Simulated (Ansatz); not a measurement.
C3H7BO2, singlet, geometry from GFN2-xTB; MP2/pcseg-0 (Ansatz, a quantum-chemistry and plane-wave program).

Here is a job for Ansatz.
Ansatz 0.2 input:
```yaml
crystal:
  periodic: [false, false, false]
  atoms:
    - {symbol: B, position_ang: [-1.23988243, 1.00137319, 0.34122084]}
    - {symbol: H, position_ang: [-2.39738465, 1.09483502, 0.51578891]}
    - {symbol: C, position_ang: [-0.27552507, 2.24794745, 0.41678084]}
    - {symbol: H, position_ang: [-0.15812699, 2.54349859, 1.45883224]}
    - {symbol: H, position_ang: [-0.68782916, 3.11195301, -0.09962301]}
    - {symbol: H, position_ang: [0.72114318, 2.05458858, 0.02902149]}
    - {symbol: O, position_ang: [-0.84534849, -0.25388018, 0.02936790]}
    - {symbol: C, position_ang: [0.40037584, -0.76202107, -0.07531705]}
    - {symbol: C, position_ang: [0.47163478, -1.83598670, -1.12769195]}
    - {symbol: O, position_ang: [1.30944608, -0.42464787, 0.62795323]}
    - {symbol: H, position_ang: [1.47589097, -2.24596787, -1.17224435]}
    - {symbol: H, position_ang: [0.19555406, -1.41611487, -2.09261408]}
    - {symbol: H, position_ang: [-0.24152929, -2.62107208, -0.88646550]}
basis:
  gaussian:
    orbitals: pcseg-0.json
magnetization: {spin_polarized: false}
correlation: {method: mp2}
```
The basis file holds pcseg-0 in the JSON format of the Basis Set Exchange.

What does Ansatz print? Leave out banner, timings and long lists.


```
Functional definition: HF
887 factors; integrals over basis functions are off by at most 6.2e-4 eV
mean field evaluation 1: about -7921.9845 eV, gradient 4.3e1 eV
mean field evaluation 2: about -7922.1475 eV, gradient 4.4e1 eV
mean field evaluation 4: about -7926.4623 eV, gradient 4.8e0 eV
mean field evaluation 8: about -7926.5415 eV, gradient 4.9e-1 eV
mean field evaluation 16: about -7926.5435 eV, gradient 2.5e-6 eV
mean field -7926.54348553 eV, -291.2951002889 hartree, gradient 2.5e-6 eV, S^2 0.000000; 0 other end points of the search recorded, 0 dependent functions left out
6 core orbitals not correlated
reference -7926.54348553 eV, -291.2951002889 hartree; 17, 17 occupied and 45, 45 virtual orbitals, 887 factors
second order -15.43620927 eV of doubles, -0.00000000 eV of singles
Total energy: -7941.97969480 eV, -291.8623705166 hartree
```
